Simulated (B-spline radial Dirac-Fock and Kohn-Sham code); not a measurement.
These are calculated numbers from a radial finite-basis atomic code; the model is relaxed Dirac-Fock hole states (ΔSCF) with Breit and QED corrections and a finite nucleus. Free neutral atoms.

Problem. Order these X-ray lines by photon energy, lowest first.
A. Fe Lβ6
B. V Lγ5
C. Cu Lβ1
D. Zn Lγ5
E. Ga Lβ1
F. Ge Lα1

Solution. B (526.8 eV), A (715.5 eV), C (951.2 eV), D (1044.1 eV), E (1126.8 eV), F (1190.1 eV).
